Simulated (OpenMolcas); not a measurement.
Computed transition rates of Ni2+

```json
{"Program": "OpenMolcas", "Method": "SS-CASPT2, IPEA 0.25 Eh, imaginary shift 0.1 Eh (closed shells correlated: 3s 3p)", "Basis": "ANO-RCC-VTZP [6s5p3d2f1g]", "Scalar Hamiltonian": "DKH2, point nucleus", "Active space": "8 electrons in 5 orbitals (3d)", "State averaging": "2S+1 = 3 even, 10 roots; 2S+1 = 1 even, 15 roots kept (CI in the orbitals of an earlier block)", "Spin-orbit coupling": "RASSI with atomic mean-field integrals over the reference wave functions, term energies averaged over their components"}
```

Rates come from the transition moments of the reference wave functions (E1 and E2 in the length form). At fixed line strength A goes as λ^-3 for E1 and M1 and as λ^-5 for E2, so a rate at the computed wavelength can be rescaled to the measured one. Measured vacuum wavelengths follow from level energies in Corliss and Sugar, J. Phys. Chem. Ref. Data 10, 197 (1981). Branching counts decays inside the model space alone, at computed energies, and the table is only a selection of the E2 and M1 lines, drawn from those between levels with measured partners whose computed energy lies within a factor of 1.5 of the measured one.

| Upper | Lower | Type | λ computed (nm) | λ measured (nm) | A computed (s-1) | A rescaled (s-1) | Branching % |
| --- | --- | --- | --- | --- | --- | --- | --- |
| 3d⁸ ³P₀ | 3d⁸ ³P₁ | M1 | 38780 | 39540 | 9.28e-04 | 8.76e-04 | 1.4 |
| 3d⁸ ³P₁ | 3d⁸ ³P₂ | M1 | 27670 | 31630 | 9.69e-04 | 6.49e-04 | 0.5 |
| 3d⁸ ³F₂ | 3d⁸ ³F₃ | M1 | 11040 | 11000 | 2.67e-02 | 2.70e-02 | 100.0 |
| 3d⁸ ³F₃ | 3d⁸ ³F₄ | M1 | 7428 | 7349 | 6.37e-02 | 6.58e-02 | 100.0 |
| 3d⁸ ³P₂ | 3d⁸ ¹D₂ | M1 | 2991 | 3802 | 1.26e-01 |  | 44.1 |
| 3d⁸ ³P₁ | 3d⁸ ¹D₂ | M1 | 2699 | 3394 | 1.04e-01 |  | 57.8 |
| 3d⁸ ¹D₂ | 3d⁸ ³F₂ | M1 | 861.5 | 850.2 | 2.14e-01 |  | 29.5 |
| 3d⁸ ¹D₂ | 3d⁸ ³F₃ | M1 | 799.1 | 789.2 | 5.09e-01 |  | 70.1 |
| 3d⁸ ³P₂ | 3d⁸ ³F₂ | M1 | 668.9 | 694.8 | 9.42e-03 |  | 3.3 |
| 3d⁸ ³P₁ | 3d⁸ ³F₂ | E2 | 653.1 | 679.9 | 1.93e-02 | 1.58e-02 | 10.8 |
| 3d⁸ ³P₁ | 3d⁸ ³F₂ | M1 | 653.1 | 679.9 | 2.66e-03 |  | 1.5 |
| 3d⁸ ³P₀ | 3d⁸ ³F₂ | E2 | 642.3 | 668.4 | 6.55e-02 | 5.37e-02 | 98.6 |
| 3d⁸ ³P₂ | 3d⁸ ³F₃ | M1 | 630.7 | 653.6 | 6.21e-02 |  | 21.8 |
| 3d⁸ ³P₂ | 3d⁸ ³F₃ | E2 | 630.7 | 653.6 | 1.31e-02 | 1.10e-02 | 4.6 |
| 3d⁸ ³P₁ | 3d⁸ ³F₃ | E2 | 616.6 | 640.3 | 5.28e-02 | 4.37e-02 | 29.4 |
| 3d⁸ ³P₂ | 3d⁸ ³F₄ | E2 | 581.3 | 600.2 | 7.35e-02 | 6.26e-02 | 25.8 |
| 3d⁸ ¹G₄ | 3d⁸ ³F₃ | M1 | 445.4 | 459.8 | 1.79e-01 |  | 33.4 |
| 3d⁸ ¹G₄ | 3d⁸ ³F₄ | M1 | 420.2 | 432.7 | 3.55e-01 |  | 66.2 |
| 3d⁸ ¹S₀ | 3d⁸ ³P₁ | M1 | 277.5 | 281.3 | 5.25e+00 |  | 23.6 |
| 3d⁸ ¹S₀ | 3d⁸ ³P₂ | E2 | 274.7 | 278.8 | 1.20e+00 |  | 5.4 |
| 3d⁸ ¹S₀ | 3d⁸ ¹D₂ | E2 | 251.6 | 259.7 | 1.56e+01 | 1.33e+01 | 70.0 |
| 3d⁸ ¹S₀ | 3d⁸ ³F₂ | E2 | 194.7 | 199 | 2.14e-01 |  | 1.0 |

Spin-changing lines and M1 lines between different terms are not rescaled, since their strength hangs on the term gaps too.

The largest correction is for 3d⁸ ³P₁ → 3d⁸ ³P₂ (M1): 9.69e-04 × (27670 / 31630)^3 = 6.49e-04 s-1, a factor of 0.67.

The computed rate and branching of 3d⁸ ³F₃ → 3d⁸ ³F₄ give the upper level a radiative lifetime of 1.000 / 6.37e-02 s-1 = 1.57e+01 s, counting decays inside the model space alone. The rescaled rate gives about 1.5e+01 s.

These are rates of the free ion; in crystals, glasses and complexes forced electric-dipole and non-radiative decay shorten such lifetimes by orders of magnitude. No measured rate stands beside these. Rescaling mends the energy factor alone: line strengths can still be far off where a level mixes with configurations outside the active space, and weak or spin-changing lines hang on small mixing coefficients that depend on the term gaps too, so rescaling need not improve them.

Term energies are means over components that CASPT2 splits; among the terms shown or strongly mixed into the levels shown the widest spread is 850 cm-1 (3d⁸ ¹G). Terms from blocks run as CI alone lack orbitals of their own. Computed and measured levels are paired by configuration, term and J; levels that our copy of the source lacks, or whose pairing is in doubt (as where it misses far off the trend of its configuration), stay unpaired. Levels of configurations outside the active space are missing.
